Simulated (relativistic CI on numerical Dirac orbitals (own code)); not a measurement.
Zr4+: L2,3 absorption edge

Computed with this model: Dirac-Coulomb-Breit CI, orbitals from a KLI potential per configuration, model QED, valence Slater integrals scaled by 0.8, multiplet model of core-to-valence dipole absorption; configurations [Ar] 3d10 4s2 4p6 → [He] 2s2 2p5 3s2 3p6 3d10 4s2 4p6 4d; 10 K; Lorentzian 0.96 eV and Gaussian 0.5 eV FWHM. Energies are those of the free ion, without screening or charge transfer. The branching ratio is the share of the lower-energy edge in the whole absorption, uncertain by about 0.02 where the edges overlap. S is read from ⟨S²⟩ = S(S + 1).

Field parameters in Wybourne normalisation: D3d B²₀ = −7Dσ, B⁴₀ = −14Dq − 21Dτ, B⁴₃ = −14√(10/7) Dq. The field is a parameter set, without covalency.

free ion: ground-state S = 0.00, centroid 2257.55 eV, branching ratio 0.677. Peaks (eV, height): 2230.4 (100), 2314.5 (48).

D3d, 10Dq = 17400, Dσ = -1200, Dτ = 200 cm⁻¹: ground-state S = 0.00, centroid 2257.55 eV, branching ratio 0.677. Peaks (eV, height): 2229.2 (71), 2231.4 (100), 2313.5 (44), 2315.7 (37).

The statistical ratio of this edge is 2/3 = 0.667. Values above it arise where the holes sit mainly in the j = l + 1/2 valence subshell or the ground state has high spin; values below it where core-valence Coulomb terms move weight to the upper edge, as in nearly empty shells. At deep edges of heavy elements the radial integrals of the two core levels differ, which raises the baseline.

Strongest unbroadened transitions for free ion:

| Energy (eV) | Relative strength |
| --- | --- |
| 2229.28 | 0.3 |
| 2230.45 | 100.0 |
| 2314.48 | 47.8 |
